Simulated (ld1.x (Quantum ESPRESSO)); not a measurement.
PBEsol TM dataset for molybdenum, fully relativistic all-electron reference.

```
Element                 : Mo
Generator               : ld1.x (Quantum ESPRESSO) 7.5
Type                    : norm-conserving Troullier–Martins (Kleinman–Bylander form)
Functional              : PBEsol
Relativity              : fully relativistic
Frozen core             : [Ar] 3d10 4s2
Valence charge          : 12
Reference configuration : 4p6 4d5 5s1 5p0
Partial waves           : 5s (bound): rc 3.10 bohr; 4p (bound): rc 1.20 bohr; 4d (bound): rc 1.75 bohr
Local potential         : all-electron potential smoothed inside 1.70 bohr (lloc = -1)
Core correction         : none
```

Open shells are filled in proportion to 2j + 1 (rel_dist='average').

All-electron outer shells of the reference configuration (PBEsol, scalar-relativistic, ld1.x):

```json
{"shell": "3d", "level (eV)": "-220.99", "outermost node (bohr)": "–", "outermost maximum (bohr)": "0.32"}
{"shell": "4s", "level (eV)": "-64.30", "outermost node (bohr)": "0.51", "outermost maximum (bohr)": "0.99"}
{"shell": "4p", "level (eV)": "-38.46", "outermost node (bohr)": "0.52", "outermost maximum (bohr)": "1.06"}
{"shell": "5s", "level (eV)": "-4.12", "outermost node (bohr)": "1.34", "outermost maximum (bohr)": "2.93"}
{"shell": "4d", "level (eV)": "-3.77", "outermost node (bohr)": "0.53", "outermost maximum (bohr)": "1.38"}
{"shell": "5p", "level (eV)": "-1.01", "outermost node (bohr)": "1.54", "outermost maximum (bohr)": "4.05"}
```

**Question.** Estimate the cutoffs (Ry, on a coarse ladder) from which the occupation-weighted sum of valence levels, in a spherical-Bessel basis at the reference potential, stays within 10 and 1 mRy of its value at 400 Ry.

**Answer.** 90 Ry and 140 Ry.

**Question.** Does the potential have ghost states?

**Answer.** Ghost state, extra bound levels that the all-electron valence spectrum of the same l lacks: s at -70.1 eV. A true bound ghost makes a file unfit for plane-wave use.

**Question.** Which valence shell sets the plane-wave cutoff?

**Answer.** 4p: its level needs 110 Ry to come within 1 mRy, against 45 Ry for 4d.

**Question.** Tests: 4p6 4d5 5s0 5p0; 4p6 4d4 5s0 5p0; 4p6 4d3 5s0 5p0; 4p6 4d5 5s0.5 5p0; 4p6 4d4 5s2 5p0; 4p6 4d4 5s1 5p1; 4p6 4d6 5s0 5p0. Which has the largest error in its energy relative to the reference configuration, and how large is it?

**Answer.** 4p6 4d4 5s1 5p1, with -42 meV (all-electron minus pseudo) on +3.76 eV.
